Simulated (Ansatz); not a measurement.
CH₅NS₂Sn, SMILES `[NH2][SnH]1[S]C[S]1` at its PBE0-D4/def2-TZVP geometry, where that method's forces vanish. The species carries charge 0 and has multiplicity 1. Sn takes the def2 core potential.

```json
{"atom": "N1", "x (Å)": "-1.351", "y (Å)": "1.839", "z (Å)": "0.579"}
{"atom": "Sn2", "x (Å)": "0.263", "y (Å)": "0.921", "z (Å)": "-0.177"}
{"atom": "S3", "x (Å)": "-0.319", "y (Å)": "-0.920", "z (Å)": "-1.589"}
{"atom": "C4", "x (Å)": "0.613", "y (Å)": "-1.939", "z (Å)": "-0.385"}
{"atom": "S5", "x (Å)": "1.237", "y (Å)": "-0.933", "z (Å)": "1.010"}
{"atom": "H6", "x (Å)": "-1.953", "y (Å)": "1.261", "z (Å)": "1.150"}
{"atom": "H7", "x (Å)": "-1.184", "y (Å)": "2.720", "z (Å)": "1.046"}
{"atom": "H8", "x (Å)": "1.281", "y (Å)": "2.168", "z (Å)": "-0.742"}
{"atom": "H9", "x (Å)": "-0.045", "y (Å)": "-2.716", "z (Å)": "0.002"}
{"atom": "H10", "x (Å)": "1.458", "y (Å)": "-2.402", "z (Å)": "-0.894"}
```

Question: For each bond, give half the difference of the two atoms' forces along it (eV/Å; positive pushes the atoms apart) under PBE-D4, r2SCAN-D4, B3LYP-D4, ωB97M-V in def2-TZVPP. (Estimate.)

Answer: Computed: 
```json
{"bond": "N1–Sn2", "length (Å)": "2.005", "PBE-D4": "0.16", "r2SCAN-D4": "0.09", "B3LYP-D4": "0.16", "ωB97M-V": "0.01"}
{"bond": "N1–H6", "length (Å)": "1.011", "PBE-D4": "0.20", "r2SCAN-D4": "0.01", "B3LYP-D4": "-0.06", "ωB97M-V": "-0.02"}
{"bond": "N1–H7", "length (Å)": "1.011", "PBE-D4": "0.19", "r2SCAN-D4": "0.01", "B3LYP-D4": "-0.06", "ωB97M-V": "-0.02"}
{"bond": "Sn2–S3", "length (Å)": "2.391", "PBE-D4": "0.23", "r2SCAN-D4": "0.11", "B3LYP-D4": "0.26", "ωB97M-V": "-0.03"}
{"bond": "Sn2–S5", "length (Å)": "2.407", "PBE-D4": "0.21", "r2SCAN-D4": "0.10", "B3LYP-D4": "0.25", "ωB97M-V": "-0.04"}
{"bond": "Sn2–H8", "length (Å)": "1.706", "PBE-D4": "0.00", "r2SCAN-D4": "-0.05", "B3LYP-D4": "-0.13", "ωB97M-V": "-0.10"}
{"bond": "S3–C4", "length (Å)": "1.832", "PBE-D4": "0.18", "r2SCAN-D4": "0.18", "B3LYP-D4": "0.28", "ωB97M-V": "0.10"}
{"bond": "C4–S5", "length (Å)": "1.830", "PBE-D4": "0.16", "r2SCAN-D4": "0.16", "B3LYP-D4": "0.28", "ωB97M-V": "0.11"}
{"bond": "C4–H9", "length (Å)": "1.090", "PBE-D4": "0.11", "r2SCAN-D4": "-0.06", "B3LYP-D4": "-0.16", "ωB97M-V": "-0.12"}
{"bond": "C4–H10", "length (Å)": "1.089", "PBE-D4": "0.12", "r2SCAN-D4": "-0.06", "B3LYP-D4": "-0.16", "ωB97M-V": "-0.12"}
```

B3LYP here is the variant with VWN-RPA as its local correlation; programs differ in this.
